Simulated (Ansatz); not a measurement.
`[CH3][GaH][NH2]` + H₂O → `[NH2][GaH][OH]` + CH₄ at 600 K and 1 bar (formal hydrolysis of a Ga–C bond).

Program: Ansatz. Geometries: PBE0-D4/def2-TZVP. ΔE: electronic, gas phase. CCSD(T)/CBS adds triple-zeta CCSD(T) − MP2 to the extrapolated MP2 energy (def2 sets, frozen cores). This one scheme is used for every species. For Ga outer-core shells are correlated without core-valence functions, which leaves a few kJ/mol of doubt a bond. Scalar relativity is left out up to krypton. One conformer a species, not always the lowest.

| species | CCSD(T)/CBS energy (Eh) | H − E (kJ/mol) | S (J/(mol·K)) |
| --- | --- | --- | --- |
| `[CH3][GaH][NH2]` | -2020.32995 | 230.7 | 398.0 |
| H₂O | -76.37941 | 76.8 | 212.8 |
| `[NH2][GaH][OH]` | -2056.27372 | 166.7 | 374.1 |
| CH₄ | -40.46206 | 140.4 | 215.7 |

H − E and S are ideal-gas, rigid-rotor, harmonic terms from PBE0-D4/def2-TZVP, for one conformer and one mirror image of each species. 1 Eh = 2625.50 kJ/mol, R = 8.31446 J/(mol·K).

Problem. By hand: ΔE, ΔH, ΔS and ΔG.

Solution. ΔE = (-2056.27372) + (-40.46206) − (-2020.32995) − (-76.37941) = -0.02642 Eh = -69.4 kJ/mol. Δ(H − E) = 166.7 + 140.4 − 230.7 − 76.8 = -0.4, so ΔH = -69.8 kJ/mol. ΔS = 374.1 + 215.7 − 398.0 − 212.8 = -21.0 J/(mol·K). ΔG = -69.8 − 600 × (-21.0)/1000 = -57.2 kJ/mol.

Problem. By hand: the equilibrium constant, and the temperature at which ΔG would vanish if ΔH and ΔS stayed fixed.

Solution. log₁₀ K = −ΔG/(RT ln 10) = 5.0. ΔG = 0 at ΔH/ΔS = 3324 K, far beyond where these terms or the molecules hold.

ΔH outweighs TΔS. A doubt of 5 kJ/mol in ΔE shifts log₁₀ K by 0.4 here. Other conformers and mirror images would add mixing entropy, several J/(mol·K) or more a flexible species. Modes under 60 cm⁻¹, often nearly free rotors, make the harmonic entropy too high. These are equilibria of isolated gas molecules and say nothing of rates. Largest T1 diagnostic: 0.014 (customary marks: 0.02 for closed shells, 0.045 for open ones).
